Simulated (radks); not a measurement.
Numerical settings for neutral magnesium, [Ne] 3s2. Method: Dirac Kohn-Sham, PBE, spin-unpolarised, spherical densities, point nucleus; computed with a radial shooting solver on a logarithmic mesh with Libxc functionals. The defaults (mesh step 0.008 in ln r, mesh end at 40 bohr or more with all orbitals vanishing there, Anderson mixing 0.5 over 9 steps, residual threshold near 1e-9 with the energy settled to 1e-9 hartree or 1e-11 of itself, here a cap of 52 iterations) give E = -200.2800 hartree and 3s1/2 at -4.705 eV in 15 iterations. Run on one thread of a shared host, so times are rough (Intel(R) Xeon(R) 6975P-C): 0.05 s of CPU time, 0.05 s wall, 15 iterations on 2597 mesh points. Changes against that run (0 stands for a change within the tolerance of the run):

setting,iterations,converged,E (mhartree),e(3s1/2) (meV),CPU (s)
mesh step in ln r 0.03,15,yes,0,0,0.02
mesh step in ln r 0.08,15,yes,+0.0109,-0.0274,0.01
mesh step in ln r 0.2,52,no,-8.47e+05,-3.59e+05,0.04
mesh end (bohr) 3,13,level above zero,+1.13e+03,+2.05e+04,0.03
mesh end (bohr) 1,13,level above zero,+5.69e+04,+6.12e+05,0.03
residual threshold 1e-13,20,yes,0,0,0.06
residual threshold 1e-16,52,no,0,0,0.1
mixing 2.5,14,yes,0,0,0.05
"linear mixing, mixing 0.8",27,yes,0,0,0.07
"linear mixing, mixing 0.5",30,yes,0,0,0.07
mixing history 20,19,yes,0,0,0.06
iteration cap 5,5,no,+0.0428,+52.7,0.02

Settled on a wrong energy, with an occupied level pushed above zero by the early mesh end: mesh end (bohr) 3 (+1.13 hartree); mesh end (bohr) 1 (+56.9 hartree). Apart from these: no run marked as converged misses the energy by more than 1 mhartree. A mesh that ends early acts as a hard wall.
